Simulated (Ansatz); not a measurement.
Abridged output of a molecular run in Ansatz:

```
Functional definition: HF
1615 factors; integrals over basis functions are off by at most 1.1e-3 eV
mean field evaluation 1: about -70874.4547 eV, gradient 4.5e1 eV
mean field evaluation 2: about -70874.6204 eV, gradient 4.5e1 eV
mean field evaluation 4: about -70878.8845 eV, gradient 4.0e0 eV
mean field evaluation 8: about -70878.9653 eV, gradient 3.4e-1 eV
mean field evaluation 16: about -70878.9656 eV, gradient 1.3e-6 eV
mean field -70878.96564642 eV, -2604.7539440175 hartree, gradient 1.3e-6 eV, S^2 0.000000; 0 other end points of the search recorded, 0 dependent functions left out
17 core orbitals not correlated: weight in the atoms' cores, before any rotation towards them, 1.000 or more for the frozen orbitals, at most 0.000 for the correlated occupied ones
reference -70878.96564642 eV, -2604.7539440175 hartree; 21, 21 occupied and 229, 229 virtual orbitals, 1615 factors
second order -28.73444880 eV of doubles, -0.00000000 eV of singles
cycle   1  -28.78446984 eV  change   -5.0e-2 eV  update   1.2e-1
cycle   2  -29.51239412 eV  change   -7.3e-1 eV  update   3.8e-2
cycle   3  -29.67815347 eV  change   -1.7e-1 eV  update   2.0e-2
cycle   4  -29.66080158 eV  change    1.7e-2 eV  update   4.3e-3
cycle   5  -29.65753137 eV  change    3.3e-3 eV  update   1.9e-3
cycle   6  -29.65865219 eV  change   -1.1e-3 eV  update   5.2e-4
cycle   7  -29.65845319 eV  change    2.0e-4 eV  update   1.9e-4
cycle   8  -29.65831010 eV  change    1.4e-4 eV  update   5.6e-5
cycle   9  -29.65832177 eV  change   -1.2e-5 eV  update   2.1e-5
perturbative correction -0.97627189 eV, -0.0358773301 hartree
Total energy: -70909.60024007 eV, -2605.8797445694 hartree
```

Its atoms:

Cartesian coordinates in Å:
```
C 1.734 -0.187 -0.717
Ge 0.316 0.390 0.461
F 0.784 -0.065 2.074
F 0.370 2.130 0.499
Si -1.968 -0.249 0.170
H 2.672 0.246 -0.367
H 1.813 -1.275 -0.705
H 1.539 0.149 -1.735
H -2.058 -1.729 0.236
H -2.778 0.370 1.246
H -2.425 0.220 -1.162
```

Question: Which basis set was used?
A. def2-TZVPP
B. def2-TZVPPD
C. cc-pV(D+d)Z
D. def2-SVP

Answer: A. It gives 267 functions.

Question: Write the keys of the input that set method, charge and spin (a neutral closed shell needs none for the last two).

Answer: 
```yaml
correlation: {method: ccsd_t}
```
